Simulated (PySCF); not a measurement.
# C5H3F4: g tensor and hyperfine couplings

Species: C5H3F4 (doublet state).
Geometry (GFN2-xTB, Å), atoms numbered from 1 in this order:
```
atom  x, y, z in Å
F1    -0.598    0.391   -2.359
C2    -0.713    0.007   -1.100
C3    -1.739   -0.111   -0.181
C4    -0.886   -0.595    0.806
C5     0.326   -0.499   -0.118
C6     1.374    0.512    0.312
F7     2.043    0.093    1.397
F8     2.289    0.733   -0.641
F9     0.843    1.701    0.623
H10   -2.792    0.087   -0.222
H11   -0.978   -0.886    1.828
H12    0.832   -1.433   -0.373
```

The hyperfine couplings belong to this conformer and change with its torsions.

As a line formula: `F[C]1C=C[C@@H]1C(F)(F)F` [radical].

Method used: UKS B3LYP, pcH-1 on C F H, non-relativistic, mean-field spin-orbit, GIAO (PySCF). Isolated species at its GFN2-xTB geometry, gas phase. The geometry wasn't refined by DFT: couplings that depend on bond lengths, twists or pyramidal angles can differ widely from those at the functional's own minimum. The SCF solution wasn't tested for stability. ⟨S²⟩ is 0.776 where a pure state has 0.75.

| Property | Result |
| --- | --- |
| g1, g2, g3 | 2.00209, 2.00354, 2.00405 |
| g_iso | 2.00323 |
| Form of g | rhombic: the two nearest values differ by 26 % of g3 − g1 |
| ⟨S²⟩ | 0.7761 (exact 0.7500) |

Hyperfine couplings atom by atom, in MHz; T1 to T3 are the principal values of the dipolar part:

```
atom  isotope  a_iso      T1      T2     T3  Mulliken spin population
  F1      19F  106.7  -181.1  -152.4  333.5                      0.04
  C2      13C   75.4   -54.5   -52.4  106.9                      0.56
  C3      13C  -48.3   -27.5    12.2   15.3                     -0.25
  C4      13C   68.9   -57.8   -55.5  113.3                      0.72
  C5      13C  -29.9    -2.7     0.6    2.1                     -0.08
  C6      13C    9.9    -1.5    -0.9    2.4                      0.01
  F7      19F    3.2    -3.7    -3.3    7.0                      0.00
  F8      19F    0.4    -2.8    -2.3    5.1                      0.00
  F9      19F    4.2   -12.3    -5.0   17.3                      0.00
 H10       1H   10.5    -4.2     0.1    4.1                      0.01
 H11       1H  -52.5   -28.7     0.3   28.4                     -0.03
 H12       1H   14.8    -5.8    -0.8    6.6                      0.01
```

Largest spin populations (Mulliken): C4 (+0.72), C2 (+0.56), C3 (-0.25) and C5 (-0.08). The positive populations add up to 1.36 and the negative ones to -0.36, together 2S = 1. The angles at C4 add up to 359.9°, so it is planar; its axial dipolar tensor and the negative coupling of its proton fit spin in a p orbital normal to that plane.

The SMILES `F[C]1C=C[C@@H]1C(F)(F)F` draws the unpaired electron on C2, whose computed spin population is only +0.56.

Axes: g2 points within 8° of the F1–C2 bond and g3 points within 9° of the C3–H10 bond.

Under fast tumbling the dipolar parts average out, and these isotropic splittings remain: 1 × 19F (F1, I = 1/2, 2 lines) with 3.81 mT, 1 × 1H (H11, I = 1/2, 2 lines) with 1.87 mT, 1 × 1H (H12, I = 1/2, 2 lines) with 0.53 mT, 1 × 1H (H10, I = 1/2, 2 lines) with 0.37 mT and 3 × 19F (F7/F8/F9, I = 1/2, 4 lines) with 0.09 mT.

Nuclei that the bonding pattern makes equivalent are averaged, as if the motion that swaps them (rotation, inversion, ring flip) were fast.

The 13C coupling of C2 (75.4 MHz) shows only in satellite lines or after enrichment, since that isotope makes up about 1.07 % of natural carbon.

β density exceeds α density at some nuclei, such as C3 (-0.0430), C5 (-0.0266) and H11 (-0.0118), spin density in bohr⁻³. In a single determinant that takes different orbitals for the two spins, that is spin polarisation.
